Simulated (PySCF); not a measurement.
Compound: C₄H₇O₃S (charge -1).
Cartesian coordinates in Å at the PBE0-D3(BJ)/def2-SVP level; atoms count from 1:
```
atom  x, y, z in Å
C1    -1.5059    0.1623    1.2821
C2    -0.7724    0.1377    0.1599
C3    -1.1409   -0.7065   -1.0218
C4     0.4995    0.9063    0.0413
S5     2.0154   -0.1445    0.0166
O6     1.9054   -0.9320   -1.2379
O7     3.0983    0.8610   -0.0026
O8     1.9277   -0.9471    1.2517
H9    -1.1939    0.7538    2.1476
H10   -2.4158   -0.4383    1.3811
H11   -2.0402   -1.3116   -0.8325
H12   -0.2803   -1.3493   -1.2713
H13   -1.3180   -0.0749   -1.9102
H14    0.6501    1.5894    0.8884
H15    0.5550    1.4753   -0.9002
```

Computed with PySCF at PBE0/pcSseg-1, non-relativistic, on one gas-phase PBE0-D3(BJ)/def2-SVP geometry that isn't relaxed in the solvent. The solvent is an IEF-PCM continuum (cavity from Bondi-type radii × 1.2). Specific hydrogen bonds and non-electrostatic terms are outside this model.

```
run  E − E(gas) (kcal/mol)  HOMO (eV)  HOMO–LUMO gap (eV)
gas                   0.00      -2.16                6.00
  P                 -62.05      -6.75                7.07
  Q                 -48.18      -5.90                6.91
```

Question: The runs were made in chloroform and water. Which run belongs to which solvent?

Answer: P = water, Q = chloroform. The dielectric constants are 4.711 (chloroform), 78.36 (water), and the energy falls further as ε rises. In this model the ground state sees the solvent through ε alone.

Question: How constant is the ratio of the lowering to 1 − 1/ε?

Answer: 
```csv
solvent,1 − 1/ε,E − E(gas) (kcal/mol),ratio (kcal/mol),polarisation term (kcal/mol)
chloroform,0.788,-48.18,-61.2,-49.95
water,0.987,-62.05,-62.8,-65.50
```

The ratio changes by +2.8 % in size from chloroform to water. The polarisation term is half the interaction of the solute with the induced surface charges.

On one thread, Arm Neoverse N1 (aarch64), on a shared host, this took 35 s of wall time and 0.94 GiB of memory at its peak. This is the whole shielding run at PBE0/pcSseg-1 in water, SCF included.
